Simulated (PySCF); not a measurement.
**Computed properties of Te(I)(OH) (HIOTe), SMILES O[Te]I**

Te(I)(OH) (HIOTe), SMILES O[Te]I. Geometry: B3LYP-D3(BJ)/def2-SVP. The def2 effective core potentials stand for the cores of I, Te; spin–orbit coupling is left out. Other conformers were not sampled. All values are computed for the isolated molecule unless a solvent is named; none is compared with measurement here.

**Structure.** All 6 harmonic modes at B3LYP-D3(BJ)/def2-SVP (PySCF) are real, so it is a minimum. With heavy atoms numbered as in [Te:1]([I:2])[OH:3], the shortest bond between them is Te1–O3 at 2.001 Å and the longest Te1–I2 at 2.752 Å.

**Vibrations.** The strongest infrared lines (harmonic, unscaled, degenerate partners summed) lie at 3781 cm⁻¹ (106 km/mol, H 94 %), 427 cm⁻¹ (103 km/mol, H 91 %, O 8 %), 600 cm⁻¹ (58 km/mol, O 87 %, Te 12 %). The softest mode is at 129 cm⁻¹ and the zero-point energy is 8.8 kcal/mol.

**Electronic structure.** ωB97X/def2-TZVPD (PySCF) places the frontier levels at -8.61 and -0.99 eV, a gap of 7.62 eV, and gives a dipole moment of 1.71 D and a mean polarisability of 85.4 bohr³.

**Excitations.** TDA-CAM-B3LYP/def2-SVPD (PySCF) has S1 at 2.16 eV (575 nm, f = 0.001, dark); the most intense of the 10 singlets computed lies at 6.00 eV (f = 0.36). T1 (TDA) is at 1.51 eV, 0.65 eV under S1.
